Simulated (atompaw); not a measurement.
**Before and after: PAW (atompaw) potential for Zr**

atompaw 4.2.0.5 input, output lines left out:

```
Zr 40
GGA-PBESOL scalarrelativistic loggrid 1500 logderivrange -2 5 176
5 5 4 0 0 0
5 1 0
4 2 2
0 0 0
c
c
c
c
v
c
c
c
v
c
v
3
3.00 2.20 2.70 1.85
y
3.8
n
y
0.3
n
y
0.45
n
y
-0.1
y
0.8
n
custom rrkj vanderbiltortho gaussian
4 0.5 ultrasoft
3.00
3.00
3.00
3.00
2.65
3.00
3.00
3.00
```

Change: local potential ultrasoft scheme with l = 4 at 0.5 Ry, radius 2.32 bohr.

Cutoffs: the cutoffs (Ry, on a coarse ladder) from which the occupation-weighted sum of valence levels, in a spherical-Bessel basis at the reference potential, stays within 10 and 1 mRy of its value at 400 Ry; they do not see the model core or the augmentation charge, which bear on the density cutoff.

Problem. What does the change do?

Solution. The potential gets neither clearly harder nor softer (12 Ry and 15 Ry → 12 Ry and 15 Ry); the bound ghosts move from p to p, s; the range in which the s phases agree widens (upper end 0.2 → at the end of the scan). A state that the projectors do not describe sees the local part alone, so a deeper or shallower local part can create or remove a ghost.

| quantity | base | changed |
| --- | --- | --- |
| cutoff, loose | 12 Ry | 12 Ry |
| cutoff, tight | 15 Ry | 15 Ry |
| bound ghosts | p | p, s |
| s: phases at 3.02 bohr within 0.05 rad from the reference energy up to (Ry; the scan ends near 5) | 0.2 | to the end of the scan |
| p: phases at 3.02 bohr within 0.05 rad from the reference energy up to (Ry; the scan ends near 5) | 4.0 | 4.4 |
| d: phases at 3.02 bohr within 0.05 rad from the reference energy up to (Ry; the scan ends near 5) | 1.8 | 1.4 |
| f: phases at 3.02 bohr within 0.05 rad from the reference energy up to (Ry; the scan ends near 5) | 3.2 | 3.0 |
| lowest overlap eigenvalue by channel | s 0.74, p 0.69, d 0.44, f 0.95 | s 0.62, p 0.69, d 0.43, f 0.92 |

 A true bound ghost makes a file unfit for plane-wave use even where its test errors are small: the radial tests pick states by their node count and pass the ghost by. The cutoffs see the waves, projectors and local potential, not the compensation charge or the core.
